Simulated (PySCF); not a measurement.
(Z)-2-chloro-3-fluorobut-2-ene (C4H6ClF), SMILES C/C(F)=C(\C)Cl. Coordinates come from a B3LYP-D3(BJ)/def2-SVP optimisation.

### Question
Give the equilibrium geometry at B3LYP-D3(BJ)/def2-SVP (PySCF confirms it by a frequency run) as a Z-matrix, and its point group. (Estimate from the structure and the level; the computed values follow.)

### Answer
point group Cs.
```
C
C 1 1.3418
F 2 1.3448 1 119.61
C 2 1.4909 1 128.44 3 180.00
H 4 1.0959 2 112.51 1 0.00
H 4 1.1029 5 108.66 2 121.89
H 4 1.1029 5 108.66 6 116.22
C 1 1.4960 2 127.26 3 180.00
H 8 1.0979 1 112.01 2 0.00
H 8 1.1023 9 108.39 5 122.02
H 8 1.1023 9 108.39 10 115.97
Cl 1 1.7538 2 118.55 3 0.00
```
Charge 0, spin multiplicity 1.
